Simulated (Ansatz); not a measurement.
CH7BSi2, SMILES `B[SiH]1C[SiH2]1`, relaxed with RKS PBE0-D4/def2-TZVP in the Gaussian-basis code of Ansatz from a PBE-D4/def2-SVP geometry. The force threshold is 0.005 eV/Å; the program also tests the step.

Total charge 0; spin multiplicity 1.

Start:

```xyz
11

B    -1.376   -0.797   -0.406
Si   -0.216   -0.738    1.158
C     1.400   -0.009    0.489
Si    0.089    0.798   -0.690
H    -1.017   -1.448   -1.377
H    -2.569   -0.661   -0.210
H    -0.624    0.035    2.399
H     2.034   -0.715   -0.082
H     2.009    0.634    1.150
H    -0.202    2.217   -0.298
H     0.472    0.683   -2.134
```

How much energy does the relaxation release, and in how many steps? (Estimate.)

The calculation gave: 4.45 kJ/mol, in 6 steps.

Which bonds change most? (Best estimate.)

Ansatz gave: Si2–Si4 from 2.423 to 2.390 Å; C3–Si4 from 1.939 to 1.913 Å; Si2–C3 from 1.895 to 1.869 Å; B1–Si2 from 1.948 to 1.925 Å.

Give the relaxed structure. (An estimate is asked.)

The calculation gave: 
```xyz
11

B    -1.367   -0.803   -0.397
Si   -0.213   -0.721    1.141
C     1.386   -0.009    0.485
Si    0.100    0.797   -0.680
H    -1.009   -1.412   -1.370
H    -2.539   -0.672   -0.202
H    -0.622    0.026    2.372
H     2.013   -0.707   -0.070
H     1.978    0.628    1.137
H    -0.177    2.204   -0.304
H     0.447    0.669   -2.112
```
